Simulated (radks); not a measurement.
Question: Coherent X-ray form factor from a spherical all-electron density. Calculated with a radial shooting solver on a logarithmic mesh with Libxc functionals: scalar-relativistic Kohn-Sham, PBE, spin-polarised, spherical densities, point nucleus.

| sin(theta)/lambda (1/angstrom) | f0 (electrons) |
|---|---|
| 0.05 | 72.241 |
| 0.1 | 70.132 |
| 0.15 | 67.084 |
| 0.2 | 63.549 |
| 0.25 | 59.886 |
| 0.3 | 56.313 |
| 0.4 | 49.814 |
| 0.5 | 44.284 |
| 0.6 | 39.581 |
| 0.8 | 31.969 |
| 1 | 26.144 |
| 1.25 | 20.987 |
| 1.5 | 17.708 |
| 2 | 13.993 |

The species is in the configuration that NIST lists as its ground one. Which atom or ion scatters so?

Answer: The rhenium ion Re2+, [Xe] 4f14 5d5. Extrapolating in s^2 from the first two rows gives f0(0) = 72.9, near the electron count 73; among species with that count, the fall with angle is slower the higher Z, and the table is that of Z = 75; from so few rows the species is fixed only to a neighbour or two.
